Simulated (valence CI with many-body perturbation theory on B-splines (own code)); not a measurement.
**Level structure of Ga24+**

Computed by valence CI with perturbative core correlation (CI+MBPT): five valence electrons over a frozen Dirac-Fock core [He], a basis of 11 s, 11 p, 10 d, 8 f, 5 g, 2 h functions for each j, with the one-electron correlation potential Σ1, the two-electron term Σ2, the three-electron term Σ3, Breit, model QED; selected CI, second order for the rest, scaled by the run's own slope (own B-spline code, finite nucleus).

No measured levels were compared; by estimate levels of excited configurations hold to 0.05 to 0.15 % of their energy, terms of the ground configuration to about 0.5 %. Among the levels kept, up to 5500 cm⁻¹ of a level comes from second order outside the variational space, and about a tenth of that is noise between levels of different J, which matters for small intervals.

Levels 91 to 135 of 209, with energies above the lowest level, 2s2.2p3 4S°_3/2. "Leading %" is the weight of the configuration and term that name the level; weights of strongly mixed levels are sums over their largest components and can fall short. In the jj column 3d3/2^4 stands for four electrons in 3d with j = 3/2. Lifetimes count E1, E2, E3, M1 and M2 decay at the calculated energies, and are blank where another channel may lead or the interval is too uncertain; long ones can be off by a factor of two.

```tsv
No.	Configuration	Term	J	E (eV)	Leading %	Leading jj	Lifetime	Second component
91	2s.2p3.3d	6D°	1/2	1510.8	90	2s 2p1/2^2 2p3/2 3d3/2 (48 %)	1.94 ps	8 % 2s.2p3.3d 4P°
92	2s.2p3.3d	6D°	3/2	1510.9	89	2s 2p1/2^2 2p3/2 3d3/2 (45 %)	1.20 ps	5 % 2s.2p3.3d 4P°
93	2s.2p3.3d	6D°	5/2	1510.9	88	2s 2p1/2^2 2p3/2 3d3/2 (40 %)	1.18 ps	5 % 2s.2p3.3d 4D°
94	2s.2p3.3d	6D°	7/2	1511.1	86	2s 2p1/2^2 2p3/2 3d3/2 (27 %)	4.76 ps	7 % 2s.2p3.3d 4D°
95	2s.2p3.3p	4D	3/2	1511.2	38	2s 2p1/2 2p3/2^2 3p1/2 (56 %)	217 fs	30 % 2s.2p3.3p 2P
96	2s.2p3.3d	6D°	9/2	1511.9	89	2s 2p1/2^2 2p3/2 3d5/2 (51 %)	283 ps	9 % 2s.2p3.3d 4F°
97	2s.2p3.3p	4F	5/2	1513.8	59	2s 2p1/2 2p3/2^2 3p1/2 (63 %)	850 fs	27 % 2s.2p3.3p 4D
98	2s.2p3.3s	4P°	5/2	1515.3	46	2s 2p1/2 2p3/2^2 3s (47 %)	301 fs	34 % 2s.2p3.3s 2D°
99	2s.2p3.3s	2P°	1/2	1516.4	73	2s 2p1/2 2p3/2^2 3s (80 %)	175 fs	12 % 2s.2p3.3s 4D°
100	2s.2p3.3p	4D	5/2	1519.8	67	2s 2p1/2^2 2p3/2 3p3/2 (46 %)	1.51 ps	11 % 2s.2p3.3p 4F
101	2s.2p3.3p	4F	7/2	1520.2	77	2s 2p1/2 2p3/2^2 3p1/2 (41 %)	13.5 ps	18 % 2s.2p3.3p 4D
102	2s.2p3.3s	2D°	3/2	1520.2	47	2s 2p1/2 2p3/2^2 3s (58 %)	152 fs	40 % 2s.2p3.3s 2P°
103	2s.2p3.3p	4D	3/2	1521.1	31	2s 2p1/2^2 2p3/2 3p3/2 (54 %)	222 fs	14 % 2s.2p3.3p 4F
104	2s.2p3.3p	2F	5/2	1521.9	63	2s 2p1/2 2p3/2^2 3p3/2 (44 %)	89.5 fs	15 % 2s.2p3.3p 2D
105	2s.2p3.3p	4D	7/2	1523.0	60	2s 2p1/2 2p3/2^2 3p1/2 (50 %)	272 fs	37 % 2s.2p3.3p 2F
106	2s.2p3.3p	2P	1/2	1523.2	55	2s 2p1/2^2 2p3/2 3p3/2 (43 %)	107 fs	23 % 2s.2p3.3p 4D
107	2s.2p3.3d	4D°	5/2	1526.5	80	2s 2p1/2^2 2p3/2 3d5/2 (45 %)	68.3 fs	8 % 2s.2p3.3d 2D°
108	2s.2p3.3d	4D°	3/2	1527.7	84	2s 2p1/2^2 2p3/2 3d5/2 (49 %)	65.2 fs	5 % 2s.2p3.3d 2D°
109	2s.2p3.3p	4P	1/2	1528.6	78	2s 2p1/2^2 2p3/2 3p3/2 (53 %)	390 fs	12 % 2s.2p3.3p 2P
110	2s.2p3.3p	4F	9/2	1529.0	99	2s 2p1/2 2p3/2^2 3p3/2 (99 %)	48.3 ps	
111	2s.2p3.3d	4D°	7/2	1529.3	84	2s 2p1/2^2 2p3/2 3d3/2 (31 %)	44.5 fs	8 % 2s.2p3.3d 2F°
112	2s.2p3.3p	2F	7/2	1529.8	53	2s 2p1/2 2p3/2^2 3p3/2 (90 %)	172 fs	42 % 2s.2p3.3p 4D
113	2s.2p3.3d	4D°	1/2	1530.0	93	2s 2p1/2 2p3/2^2 3d5/2 (45 %)	50.4 fs	6 % 2s.2p3.3d 2P°
114	2s.2p3.3s	4S°	3/2	1530.2	63	2s 2p1/2 2p3/2^2 3s (74 %)	316 fs	24 % 2s.2p3.3s 2P°
115	2s.2p3.3p	4P	3/2	1531.1	46	2s 2p1/2 2p3/2^2 3p3/2 (65 %)	159 fs	17 % 2s.2p3.3p 2P
116	2s.2p3.3p	4P	5/2	1533.5	80	2s 2p1/2 2p3/2^2 3p1/2 (78 %)	295 fs	16 % 2s.2p3.3p 2D
117	2s.2p3.3p	2P	3/2	1534.6	47	2s 2p1/2 2p3/2^2 3p3/2 (80 %)	79.4 fs	30 % 2s.2p3.3p 2D
118	2s.2p3.3s	2S°	1/2	1535.1	55	2s 2p1/2 2p3/2^2 3s (76 %)	136 fs	40 % 2s.2p3.3s 2P°
119	2s.2p3.3p	4D	1/2	1539.4	66	2s 2p1/2 2p3/2^2 3p1/2 (89 %)	280 fs	29 % 2s.2p3.3p 2P
120	2s.2p3.3p	2D	5/2	1541.5	66	2s 2p1/2 2p3/2^2 3p3/2 (91 %)	96.5 fs	17 % 2s.2p3.3p 4P
121	2s.2p3.3p	4D	3/2	1543.4	59	2s 2p1/2 2p3/2^2 3p1/2 (72 %)	329 fs	13 % 2s.2p3.3p 4F
122	2s.2p3.3s	2D°	5/2	1544.1	77	2s 2p1/2 2p3/2^2 3s (50 %)	169 fs	18 % 2s.2p3.3s 4P°
123	2s.2p3.3s	2D°	3/2	1547.1	66	2s 2p3/2^3 3s (60 %)	209 fs	25 % 2s.2p3.3s 2P°
124	2s.2p3.3p	4D	5/2	1547.5	49	2s 2p1/2 2p3/2^2 3p1/2 (34 %)	263 fs	18 % 2s.2p3.3p 4F
125	2s.2p3.3p	4P	1/2	1548.1	71	2s 2p1/2 2p3/2^2 3p1/2 (73 %)	147 fs	12 % 2s.2p3.3p 2S
126	2s.2p3.3p	4P	3/2	1549.9	37	2s 2p1/2 2p3/2^2 3p3/2 (84 %)	317 fs	36 % 2s.2p3.3p 4S
127	2s.2p3.3d	4F°	3/2	1551.5	81	2s 2p1/2^2 2p3/2 3d3/2 (50 %)	208 fs	6 % 2s.2p3.3d 4D°
128	2s.2p3.3p	2P	1/2	1551.8	60	2s 2p1/2 2p3/2^2 3p3/2 (62 %)	162 fs	34 % 2s.2p3.3p 4D
129	2s.2p3.3p	4P	3/2	1552.6	41	2s 2p1/2 2p3/2^2 3p3/2 (36 %)	239 fs	20 % 2s.2p3.3p 2P
130	2s.2p3.3p	4P	5/2	1552.7	43	2s 2p1/2 2p3/2^2 3p3/2 (54 %)	212 fs	23 % 2s.2p3.3p 2D
131	2s.2p3.3d	4G°	5/2	1553.9	47	2s 2p1/2 2p3/2^2 3d3/2 (47 %)	568 fs	40 % 2s.2p3.3d 4F°
132	2s.2p3.3p	4D	7/2	1554.4	50	2s 2p1/2 2p3/2^2 3p3/2 (46 %)	282 fs	29 % 2s.2p3.3p 2F
133	2s.2p3.3p	2D	3/2	1554.9	44	2s 2p1/2 2p3/2^2 3p3/2 (60 %)	114 fs	18 % 2s.2p3.3p 4P
134	2s.2p3.3d	4F°	5/2	1555.8	53	2s 2p1/2^2 2p3/2 3d3/2 (34 %)	154 fs	23 % 2s.2p3.3d 4G°
135	2s.2p3.3d	4G°	7/2	1556.0	66	2s 2p1/2 2p3/2^2 3d3/2 (38 %)	5.64 ps	21 % 2s.2p3.3d 4F°
```

Names give the largest LS component (configuration and term), which can be under half, so a name can repeat, a term be missing and a line seem to break the LS rules; names also repeat where a configuration has a term twice.
